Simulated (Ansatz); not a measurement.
C₆H₁₆Si⁺, that is SiHMe2(nBu) with one electron fewer. The state is a doublet with charge 1. Geometry PBE-D4/def2-SVP, that of the neutral singlet; atoms count from 1.

Cartesian coordinates in Å:
```
Si 1.3664 -0.4719 -0.9755
H 0.9818 -1.8427 -1.4907
C 1.9490 0.5909 -2.4311
H 1.1490 0.7044 -3.1914
H 2.8296 0.1397 -2.9324
H 2.2378 1.6066 -2.0891
C 2.7612 -0.6689 0.2923
H 3.6569 -1.1337 -0.1682
H 2.4513 -1.3085 1.1438
H 3.0645 0.3176 0.7013
C -0.1639 0.3195 -0.1709
C -0.7628 -0.4668 1.0063
C -1.9749 0.2002 1.6782
C -3.1998 0.3505 0.7722
H 0.1170 1.3467 0.1588
H -0.9220 0.4615 -0.9730
H -1.0567 -1.4843 0.6598
H 0.0219 -0.6317 1.7775
H -2.2549 -0.3948 2.5755
H -1.6707 1.2001 2.0634
H -4.0568 0.7947 1.3178
H -2.9938 1.0049 -0.1002
H -3.5302 -0.6337 0.3758
```

Question: Estimate the Mulliken populations from the PBE0/def2-TZVP orbitals of Ansatz.

Answer: 
```
atom  charge (e)  spin (α − β)
 Si1        0.29          0.14
  H2        0.06          0.01
  C3       -0.45          0.09
  H4        0.18          0.00
  H5        0.20          0.02
  H6        0.17          0.00
  C7       -0.48          0.04
  H8        0.19          0.02
  H9        0.17          0.00
 H10        0.17          0.00
 C11       -0.25          0.39
 C12       -0.23          0.05
 C13       -0.16          0.13
 C14       -0.41          0.01
 H15        0.19          0.01
 H16        0.20          0.01
 H17        0.17          0.01
 H18        0.18          0.01
 H19        0.18          0.03
 H20        0.15          0.00
 H21        0.18          0.02
 H22        0.14          0.00
 H23        0.15          0.00
```
Mulliken values depend strongly on the basis.

Question: Where does the spin sit?

Answer: Summed by element: Si 0.14, H 0.13, C 0.72, of 1 unpaired in all. Largest on single atoms: C11 0.39, Si1 0.14, C13 0.13.

Question: And the Mayer bond orders between heavy atoms (over 0.3)?

Answer: Si1–C3 1.00 (1.89 Å); Si1–C7 1.03 (1.90 Å); Si1–C11 0.67 (1.90 Å); C11–C12 1.05 (1.54 Å); C12–C13 0.87 (1.54 Å); C13–C14 1.01 (1.53 Å).
